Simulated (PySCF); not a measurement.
## Energy of Cr²⁺ (chromium, charge +2) between two integer charges

The 3d alpha orbital of [Ar] 3d4 is emptied in steps (occupation f), with all orbitals relaxed, ending at [Ar] 3d3. Computed with PySCF 2.14 in def2-TZVP (6s4p4d1f, 45 functions), with no relativity, point nucleus. The exact energy is a straight line in f; departures are measured from the line between the end points of the same method.

```
  f  r2SCAN0 (eV)
  1         0.000
0.8        -0.810
0.6        -1.217
0.4        -1.219
0.2        -0.813
  0         0.000
```

```tsv
method	E(f=0) − E(f=1) (eV)	−ε at f=1 (eV)	−ε at f=0.4 (eV)
r2SCAN0	31.213	26.167	32.225
```

Orbital energy along the path (eV):

```json
{"f": "1", "r2SCAN0": "-26.167"}
{"f": "0.8", "r2SCAN0": "-28.165"}
{"f": "0.6", "r2SCAN0": "-30.190"}
{"f": "0.4", "r2SCAN0": "-32.225"}
{"f": "0.2", "r2SCAN0": "-34.260"}
{"f": "0", "r2SCAN0": "-36.291"}
```

Reference removal energy between the ground levels: 30.959 ± 0.025 eV (measured; NIST Atomic Spectra Database, ionization energies). The calculation has no spin-orbit coupling. The determinant left behind need not be the lowest term of the ion.
